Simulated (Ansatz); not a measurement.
PBE exchange is replaced step by step with exact exchange (0 % is PBE, 25 % PBE0; no dispersion term), basis def2-SVP, Ansatz. System: the cluster Ge3O2. Total charge 0; singlet. Geometry: B3LYP-D4/def2-SVP, each spin state at its own.

The relaxed triplet has other bonds than the singlet, so its gap is one between isomers. The relaxed quintet has other bonds than the singlet, so its gap is one between isomers.

Geometry of the singlet:

```xyz
5

Ge    1.369   -0.117    0.772
Ge    0.161   -0.685   -1.384
Ge   -1.472    0.554    0.110
O    -0.384   -0.912    0.723
O     0.325    1.160   -0.221
```

The structure comes from a short search, and lower isomers may exist.

```tsv
exact exchange (%)	HOMO (eV)	LUMO (eV)	gap (eV)	triplet − singlet (kJ/mol)	quintet − singlet (kJ/mol)
15	-5.72	-2.37	3.36	86.8	340.3
40	-6.57	-1.74	4.83	77.5	333.3
```

(1) Estimate the row for 10 %.

Results:

(1) 
```tsv
exact exchange (%)	HOMO (eV)	LUMO (eV)	gap (eV)	triplet − singlet (kJ/mol)	quintet − singlet (kJ/mol)
10	-5.55	-2.49	3.06	88.7	341.7
```
